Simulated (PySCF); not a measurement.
Si(F)2(NH2)2, SMILES N[Si](N)(F)F (H4F2N2Si) (CAM-B3LYP/def2-SVP optimised geometry):

```
9

N      1.334    -0.679     0.000
Si    -0.356    -0.679     0.000
N     -0.971     0.896     0.000
F     -0.769    -1.610    -1.254
F     -1.072    -1.401     1.255
H      1.876    -0.104     0.633
H      1.865    -1.447    -0.392
H     -0.634     1.610    -0.634
H     -1.876     1.114     0.400
```

Level of theory: CAM-B3LYP/def2-TZVP in PySCF.

Problem. What are the frontier orbital energies and the dipole moment?

Solution. HOMO-2 -12.77 eV, HOMO-1 -9.64 eV, HOMO -9.63 eV, LUMO 1.38 eV, LUMO+1 2.27 eV; dipole moment 2.78 D.

On the same geometry PBE/def2-TZVP in PySCF gives HOMO-2 -9.18 eV, HOMO-1 -6.59 eV, HOMO -6.59 eV, LUMO -0.22 eV, LUMO+1 0.70 eV; dipole moment 2.70 D.

Meta-Löwdin charges at CAM-B3LYP/def2-TZVP: N1 -0.76, Si2 1.54, N3 -0.76, F4 -0.52, F5 -0.52, H6 0.25, H7 0.25, H8 0.25, H9 0.25.
